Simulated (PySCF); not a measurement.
# Dipole response of Mn²⁺ (manganese, charge +2)

[Ar] 3d5, high-spin 6S determinant. Calculation: PySCF 2.14, in aug-cc-pVQZ (9s8p6d4f3g2h, 140 functions); no relativity, point nucleus. Coupled (time-dependent) response in atomic units; α is the mean over directions.

| method | mean α (bohr³) | C₆ (like pair) | S(−4) |
| --- | --- | --- | --- |
| TPSSh | 3.913 | 11.57 | 8.798 |

S(−4) is the Cauchy moment in α(ω) = α(0) + S(−4) ω² + …

α(iu) at TPSSh:

```json
{"u (hartree)": "0", "α(iu) (bohr³)": "3.913"}
{"u (hartree)": "0.0500", "α(iu) (bohr³)": "3.891"}
{"u (hartree)": "0.100", "α(iu) (bohr³)": "3.829"}
{"u (hartree)": "0.200", "α(iu) (bohr³)": "3.611"}
{"u (hartree)": "0.300", "α(iu) (bohr³)": "3.333"}
{"u (hartree)": "0.500", "α(iu) (bohr³)": "2.792"}
{"u (hartree)": "0.750", "α(iu) (bohr³)": "2.272"}
{"u (hartree)": "1.00", "α(iu) (bohr³)": "1.895"}
{"u (hartree)": "1.50", "α(iu) (bohr³)": "1.382"}
{"u (hartree)": "2.00", "α(iu) (bohr³)": "1.051"}
{"u (hartree)": "3.00", "α(iu) (bohr³)": "0.6615"}
{"u (hartree)": "5.00", "α(iu) (bohr³)": "0.3303"}
```

A single London oscillator, α(iu) = α/(1 + u²/ω²), gives C₆ = (3/4) ω α². Matching the computed C₆ needs ω = 4 × 11.57 / (3 × 3.913²) = 1.01 hartree.

For an ion, C₆ is the dispersion term alone; charge-induced terms of lower order in 1/R come first.
